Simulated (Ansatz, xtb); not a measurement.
Pulling on the O3–H4 bond in BH3O2 (SMILES OBO) (multiplicity 1 held, fragments rigid). Energies count from the point at 0.965 Å.
Geometry at that point (charge 0, multiplicity 1):
```xyz
6

B     -0.32498    -0.27209    -0.23352
H     -1.10969    -0.98710    -0.77860
O     -0.27462     1.03161    -0.60532
H      0.38596     1.53678    -0.11517
O      0.51653    -0.72311     0.74487
H      0.41334    -1.65727     0.94491
```

R- and RO- levels are restricted; in cc, def2 and unpolarised 6-31G sets they are followed outwards from rest. U- levels take the lowest unrestricted solution at each point, which mixes spins at long bonds. Active spaces are followed from a long bond inwards. Levels need not reach the same state.

Frozen-core correlation.

The values were computed with Ansatz (Gaussian orbitals); xtb for the GFN methods.  The GFN methods have no spin term and hold the electronic entropy of 300 K.

| level | energy at R = 3.089 Å (kcal/mol) |
|---|---|
| GFN2-xTB | 132.71 |
| R-MP2/cc-pVDZ | 135.24 |
| U-MP2/cc-pVDZ | 118.31 |
| R-SCS-MP2/cc-pVDZ | 125.04 |
| U-CCSD(T)/cc-pVDZ | 113.85 |
| CASSCF(4,3)/cc-pVDZ | … |
| FIC-NEVPT4(SD) on CASSCF(4,3)/cc-pVDZ | 114.37 |
| FIC-MRCISD on CASSCF(4,3)/cc-pVDZ | 112.19 |
| FIC-MRCISD+Q on CASSCF(4,3)/cc-pVDZ | 113.50 |

Task: What belongs in the gaps?

Result: 
- CASSCF(4,3)/cc-pVDZ, energy at R = 3.089 Å (kcal/mol): 100.63

Doubts at one or more of the structures used: a restricted determinant that unrestricted orbitals would lower (R-MP2/cc-pVDZ, R-SCS-MP2/cc-pVDZ); a spin-contaminated determinant (U-MP2/cc-pVDZ, U-CCSD(T)/cc-pVDZ); active orbitals that take no part (CASSCF(4,3)/cc-pVDZ, FIC-NEVPT4(SD) on CASSCF(4,3)/cc-pVDZ, FIC-MRCISD on CASSCF(4,3)/cc-pVDZ, FIC-MRCISD+Q on CASSCF(4,3)/cc-pVDZ).

Ansatz is a quantum-chemistry and plane-wave program.
